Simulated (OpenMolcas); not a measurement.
**Mo3+: moving or changing the point charges**

Mo3+ among 6 point charges of -1.7 e arranged as a trigonal antiprism (D3d), 2.17 Å from the ion, with a polar angle of 65.1° against the regular 54.74°.
```
   0.0000    1.9688    0.9124  -1.70
  -1.7051   -0.9844    0.9124  -1.70
   1.7051   -0.9844    0.9124  -1.70
   0.0000   -1.9688   -0.9124  -1.70
   1.7051    0.9844   -0.9124  -1.70
  -1.7051    0.9844   -0.9124  -1.70
```

```
Program             : OpenMolcas 26.06
Method              : CASSCF
Basis               : ANO-RCC-VDZP [6s5p3d1f]
Scalar Hamiltonian  : DKH2, point nucleus
Active space        : 3 electrons in 5 orbitals (4d)
State averaging     : 2S+1 = 4 even, 10 roots; 2S+1 = 2 even, 40 roots
Spin-orbit coupling : RASSI with atomic mean-field integrals over the reference wave functions
```

Runs around this geometry, states (labels of D3, the rotations of D3d). Energies in cm-1 above the lowest state or level, χT in cm3 K/mol.

| R (Å) | q (e) | Polar angle / regular | Ground state | First state of that spin | First gap with spin-orbit (degeneracies) | χT at 300 K | First state of another spin |
| --- | --- | --- | --- | --- | --- | --- | --- |
| 2.17 | -1.36 | 1.19 | 4A2 | 4A1 6169 | 102.0 (2, 2) | 1.430 | 2E 13279 |
| 2.17 | -1.7 | 1.19 | 4A2 | 4A1 8017 | 79.8 (2, 2) | 1.545 | 2E 12072 |
| 2.28 | -1.7 | 1.19 | 4A2 | 4A1 6228 | 102.2 (2, 2) | 1.444 | 2E 12854 |
| 2.17 | -1.7 | 1.29 | 4A2 | 4A1 9165 | 59.8 (2, 2) | 1.647 | 2E 10318 |

Taking the first state of the same spin as R^-n, n = -ln(6228 / 8017) / ln(2.28 / 2.17) = 5.1 between the shortest and longest distance.

Scaling the charges by -1.36 / -1.7 = 0.80 scales the first state of the same spin by 6169 / 8017 = 0.77; with fixed orbitals a first-order splitting would follow the charge.

Without dynamic correlation the repulsion within the d shell is too large (B by tens of per cent), so at a given field states of lower spin stand too high. This is an electrostatic model: the charges have no orbitals. No measured value stands beside these numbers.
